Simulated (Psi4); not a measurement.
H12Si6, singlet, geometry from GFN2-xTB of the parent state; R2SCAN/STO-3G run with Psi4.

Here is a job for Psi4.
```
memory 2 GB

molecule {
0 1
Si   -1.21516116    1.23999611   -1.17463270
Si    0.80403189    2.05772008   -0.41715367
Si    2.42861176    0.44259627   -0.09946229
Si    1.19177985   -1.27043164    0.94405368
Si   -0.94227592   -2.20582581    0.59193570
Si   -2.21677236   -0.31565020    0.20243921
H    -0.96905528    0.58538924   -2.48224425
H    -2.14530204    2.31007172   -1.61054456
H     1.17894412    3.24545570   -1.21981534
H     0.50759624    2.72598231    0.87598887
H     2.69753108   -0.10575439   -1.46998374
H     3.72278021    1.23129048   -0.01133908
H     2.13564072   -2.38179458    1.28870443
H     1.00489235   -0.67368819    2.31873475
H    -1.93303297   -3.21234037    1.14871674
H    -0.81702648   -2.86705429   -0.74911782
H    -2.46905424    0.38730253    1.48652544
H    -3.61691061   -0.52252732   -0.23614437
}

set {
  basis sto-3g
}

energy('r2scan')
print_variables()
```

What the program printed (banner, timings and long lists left out):

```
   => Loading Basis Set <=

    Name: STO-3G
    Role: ORBITAL
    Keyword: BASIS

         ---------------------------------------------------------
                                   SCF
               by Justin Turney, Rob Parrish, Andy Simmonett
                          and Daniel G. A. Smith
                              RKS Reference
         ---------------------------------------------------------

  ==> Geometry <==

    Molecular point group: c1
    Full point group: C1

    Geometry (in Angstrom), charge = 0, multiplicity = 1:

       Center              X                  Y                   Z               Mass
    ------------   -----------------  -----------------  -----------------  -----------------
         SI          -1.219030657462     1.243972036732    -1.178268388103    27.976926534650
         SI           0.800162392538     2.061696006732    -0.420789358103    27.976926534650
         SI           2.424742262538     0.446572196732    -0.103097978103    27.976926534650
         SI           1.187910352538    -1.266455713268     0.940417991897    27.976926534650
         SI          -0.946145417462    -2.201849883268     0.588300011897    27.976926534650
         SI          -2.220641857462    -0.311674273268     0.198803521897    27.976926534650
         H           -0.972924777462     0.589365166732    -2.485879938103     1.007825032230
         H           -2.149171537462     2.314047646732    -1.614180248103     1.007825032230
         H            1.175074622538     3.249431626732    -1.223451028103     1.007825032230
         H            0.503726742538     2.729958236732     0.872353181897     1.007825032230
         H            2.693661582538    -0.101778463268    -1.473619428103     1.007825032230
         H            3.718910712538     1.235266406732    -0.014974768103     1.007825032230
         H            2.131771222538    -2.377818653268     1.285068741897     1.007825032230
         H            1.001022852538    -0.669712263268     2.315099061897     1.007825032230
         H           -1.936902467462    -3.208364443268     1.145081051897     1.007825032230
         H           -0.820895977462    -2.863078363268    -0.752753508103     1.007825032230
         H           -2.472923737462     0.391278456732     1.482889751897     1.007825032230
         H           -3.620780107462    -0.518551393268    -0.239780058103     1.007825032230

  Running in c1 symmetry.

[...]
   @DF-RKS iter   3: -1723.92194658075778   -1.26702e-01   3.95100e-04 DIIS/ADIIS
   @DF-RKS iter   4: -1723.92258748986501   -6.40909e-04   1.53580e-04 DIIS/ADIIS
   @DF-RKS iter   5: -1723.92268267598411   -9.51861e-05   3.12615e-05 DIIS
   @DF-RKS iter   6: -1723.92268673282638   -4.05684e-06   4.28818e-06 DIIS
   @DF-RKS iter   7: -1723.92268680006032   -6.72339e-08   1.08176e-06 DIIS
   @DF-RKS iter   8: -1723.92268680486131   -4.80100e-09   7.14529e-08 DIIS
  Energy and wave function converged.

  ==> Post-Iterations <==

   Electrons on quadrature grid:
      Ntotal   =   96.0000255568 ; deviation = 2.556e-05

    Orbital Energies [Eh]
    ---------------------

    Doubly Occupied:

[...]
    Virtual:

[...]
    Final Occupation by Irrep:
              A
    DOCC [    48 ]
    NA   [    48 ]
    NB   [    48 ]

  @DF-RKS Final Energy: -1723.92268680486131

   => Energetics <=

    Nuclear Repulsion Energy =            677.5695322689194882
    One-Electron Energy =               -3751.4950307226126824
    Two-Electron Energy =                1480.1075484676437100
    DFT Exchange-Correlation Energy =    -130.1047368188117161
    Empirical Dispersion Energy =           0.0000000000000000
    VV10 Nonlocal Energy =                  0.0000000000000000
    Total Energy =                      -1723.9226868048613142

Computation Completed

Properties will be evaluated at   0.000000,   0.000000,   0.000000 [a0]

Properties computed using the SCF density matrix

 Multipole Moments:

 ------------------------------------------------------------------------------------
     Multipole            Electronic (a.u.)      Nuclear  (a.u.)        Total (a.u.)
 ------------------------------------------------------------------------------------

 L = 1.  Multiply by 2.5417464519 to convert [e a0] to [Debye]
 Dipole X            :          1.1308070           -0.7019800            0.4288270
 Dipole Y            :         -1.1737054            0.7212880           -0.4524175
 Dipole Z            :          1.0172956           -0.6595635            0.3577321
 Magnitude           :                                                    0.7187117

 ------------------------------------------------------------------------------------

  Variable Map:
  ----------------------------------------------------------------------------
[...]
  Array Variable Map:
  ----------------------------------------------------------------------------
[...]
[...]
```
